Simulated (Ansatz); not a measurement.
A series at V: from `[O]=[V]([OH])([OH])[OH]`, ligands are replaced one by one, each step taking up NH₃ and setting free H₂O; n counts the steps. Ansatz, PBE0-D4/def2-TZVP geometries. Each molecule was computed in one conformer, which needn't be the lowest.

```json
{"n": "0", "molecule": "`[O]=[V]([OH])([OH])[OH]`", "HOMO energy, ωB97M-V/def2-TZVPP (eV)": "?"}
{"n": "1", "molecule": "`[NH2][V](=[O])([OH])[OH]`", "HOMO energy, ωB97M-V/def2-TZVPP (eV)": "-10.48"}
{"n": "2", "molecule": "`[NH2][V]([NH2])(=[O])[OH]`", "HOMO energy, ωB97M-V/def2-TZVPP (eV)": "-9.38"}
{"n": "3", "molecule": "`[NH2][V]([NH2])([NH2])=[O]`", "HOMO energy, ωB97M-V/def2-TZVPP (eV)": "-9.07"}
```

Q: By hand: fit a straight line y = ȳ + b (n − n̄) to the 3 given rows and predict n = 0.

A: n̄ = 2.000, ȳ = -9.643; Σ(n − n̄)(y − ȳ) = 1.410, Σ(n − n̄)² = 2.000, so b = 0.705 eV a step. Prediction: -9.643 + (0.705) × (-2.000) = -11.05 eV.

Q: By hand: compare with the computed value, -11.54 eV, and give the steps along the whole series.

A: The line misses by -0.49 eV (computed minus predicted). Steps: 1.06, 1.10, 0.31 eV.

The steps differ by up to 0.79 eV without a steady trend. The highest orbital can change its character along such a series. The miss is 19.8 % of the series' range.
